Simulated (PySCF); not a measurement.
Br2.
SMILES: `BrBr`

Computed with PBE0-D3(BJ)/def2-SVP geometry optimisation, gas phase (PySCF).

Masses are those of the commonest isotopes; rigid-rotor values at the optimised geometry. 

(1) What are the moment of inertia and the rotational constant?

(2) List the first levels of a rigid rotor in a Σ state.

(3) Has it a pure rotational spectrum?

## Answers

(1) I = 208.531 u·Å², B = 505379 MHz·u·Å²/I = 2424 MHz (0.0808 cm⁻¹, or 0.116 K as hB/k). For two atoms I = μr² with μ = 39.4592 u and r = 2.2989 Å.

(2) E(J) = BJ(J+1): J = 1: 0.162, J = 2: 0.485, J = 3: 0.970, J = 4: 1.617, J = 5: 2.425, J = 6: 3.395 cm⁻¹.

(3) Not by electric dipole: D∞h allows no dipole (computed 0.00 D). Rotational Raman lines (ΔJ = 2) lie at B(4J + 6), spaced by 4B = 0.323 cm⁻¹, with nuclear-spin weights that differ between even and odd J.

PBE0-D3(BJ)/def2-SVP frequencies: not computed here. Zero-point vibration and centrifugal distortion are left out.
